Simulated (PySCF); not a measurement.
Be(H)(Me) (CH4Be), SMILES [BeH][CH3]. Heavy atoms are numbered as in [BeH:1][CH3:3]. Hydrogens are named by the atom that carries them.

The structure is a stationary point at PBE0-D3(BJ)/def2-TZVPD.

The numbers are results of B3LYP/def2-TZVPD (PySCF), not measurements.

Mulliken values depend strongly on the basis, most of all with diffuse functions as here. Atomic charges (e), one atom of each kind:

```tsv
atom	meta-Löwdin	Mulliken
Be1 (BeH)	?	0.02
H on Be1	?	0.02
C3 (CH3)	?	-0.46
H on C3	?	0.14
```

Q: Some entries are withheld; supply them. (Estimate from the structure and the level; the computed values follow.)

A: 
- Be1 (BeH), meta-Löwdin: 1.11
- H on Be1, meta-Löwdin: -0.48
- C3 (CH3), meta-Löwdin: -0.98
- H on C3, meta-Löwdin: 0.12
